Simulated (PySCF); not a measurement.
# Peak assignment

Geometry (Å), atoms numbered from 1 in this order:
```xyz
16

O     0.3141   -1.8287    0.1517
C    -0.5977   -1.0458    0.0258
O    -1.8887   -1.4227   -0.0399
C    -2.7036   -0.2761   -0.1854
C    -1.7445    0.8711   -0.2023
C    -0.4976    0.4181   -0.0772
Si    1.2261    1.1856   -0.0134
Si    2.6447   -0.6235    0.2192
F     4.1197    0.0792    0.2668
H    -3.2787   -0.3604   -1.1142
H    -3.4063   -0.2277    0.6540
H    -2.0754    1.8870   -0.3036
H     1.3056    1.9964   -1.2402
H     1.1447    2.1645    1.0841
H     2.6319   -1.3120    1.5016
H     2.7983   -1.4961   -0.9358
```

- coordinates at the GFN2-xTB level
- PBE0/pcSseg-1 with gauge-including orbitals
- run in PySCF
- relativity neglected, averaged over atoms made equivalent by symmetry, fast rotation or ring inversion, in vacuum, one conformer

Shifts are taken against calculated references (same method and geometry level): TMS for 13C (186.93 ppm), 1H (31.72 ppm).

Q: Assign these signals to the numbered atoms. 13C{1H} NMR (computed): δ 186.7, 170.1, 139.0, 78.6.

A: 
186.7 → C2, ester carbonyl carbon: lone-pair donation from the attached heteroatom keeps it upfield of a ketone carbonyl
170.1 → C5, β carbon of a C=C–C=O unit: conjugation with the carbonyl draws π density from the β position
139.0 → C6, α carbon of a C=C–C=O unit: an sp2 carbon of a C=C bond
78.6 → C4, allylic sp3 CH2 bonded to O: pulled downfield by the heteroatom

Q: Assign these signals to the numbered atoms. 1H NMR (500 MHz, computed): δ 7.78 (t, 1H), 5.78 (m, 2H), 5.08 (m, 2H), 4.36 (m, 2H).

A: 
7.78 → H12, hydrogen on a β carbon of a C=C–C=O unit: olefinic region
5.78 → H15/H16, hydrogen on a silicon bonded to F, Si
5.08 → H10/H11, hydrogen on an allylic sp3 CH2 bonded to O: its carbon carries O, hence the downfield position
4.36 → H13/H14, hydrogen on a silicon bonded to C, Si

Splittings by 19F in the carbon and heteronuclear signals aren't shown, as no couplings were computed. Shifts are as computed. Against solution values, carbons near 30 ppm lie about +3 ppm off and those near 130 ppm about +5 ppm. Of 1211 compounds with measured shifts, 218 miss one by over three times the rms of a fit or turn the order of signals round; such compounds aren't used in these exercises. No couplings were computed; multiplicities are counted from neighbouring protons, with m where these are inequivalent, close in shift, in a saturated or five-membered ring or joined by F or P, and br s for small geminal =CH2 splittings.
